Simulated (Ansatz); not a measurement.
Correlation energies of `S=C=CBBr` by basis set

```xyz
7

S     1.0535    1.5433   -2.2023
C     0.6663    0.4689   -1.1709
C     0.3149   -0.4260   -0.2699
B    -0.5949    0.0048    0.8601
Br   -1.1270   -1.2662    2.1873
H     0.6924   -1.4404   -0.3732
H    -1.0053    1.1155    0.9689
```

The species carries charge 0 and has multiplicity 1. Correlated methods include outer-core shells of Br, which these sets cover unevenly. Scalar relativity is left out up to krypton. The geometry is a stationary point of PBE0-D4/def2-TZVP. It is one conformer, not always the lowest. Frozen core, restricted reference, Ansatz.

```json
{"basis": "def2-SVP", "HF (Eh)": "-3071.01274", "MP2 corr.": "?", "CCSD corr.": "-0.72021", "(T)": "?", "CCSD(T) total": "?"}
{"basis": "def2-TZVPP", "HF (Eh)": "-3071.57977", "MP2 corr.": "-0.84653", "CCSD corr.": "-0.87213", "(T)": "?", "CCSD(T) total": "?"}
{"basis": "def2-QZVPP", "HF (Eh)": "?", "MP2 corr.": "-1.20408", "CCSD corr.": "–", "(T)": "–", "CCSD(T) total": "–"}
```

(1) Fill in the withheld values. (An estimate is asked.)

## Answers

(1) Computed: def2-SVP MP2 corr.: -0.69319; def2-SVP (T): -0.02917; def2-SVP CCSD(T) total: -3071.76212; def2-TZVPP (T): -0.04510; def2-TZVPP CCSD(T) total: -3072.49700; def2-QZVPP HF (Eh): -3071.64392.
